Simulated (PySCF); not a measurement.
C4H4ClF, SMILES CC=C=C(F)Cl. Coordinates come from a PBE-D3(BJ)/def2-SVP optimisation.

Computed equilibrium geometry at PBE-D3(BJ)/def2-SVP (PySCF confirms it by a frequency run) as Cartesian coordinates in Å:
```xyz
10

C     -3.0241    -0.0490    -0.2344
C     -1.7282    -0.2161    -0.9787
C     -0.5257    -0.2784    -0.4345
C      0.6686    -0.3198     0.1158
F      1.2762    -1.4469     0.5178
Cl     1.6529     1.0889     0.3987
H     -3.5532     0.8645    -0.5804
H     -2.8672     0.0226     0.8580
H     -3.7030    -0.9032    -0.4428
H     -1.8058    -0.2932    -2.0830
```
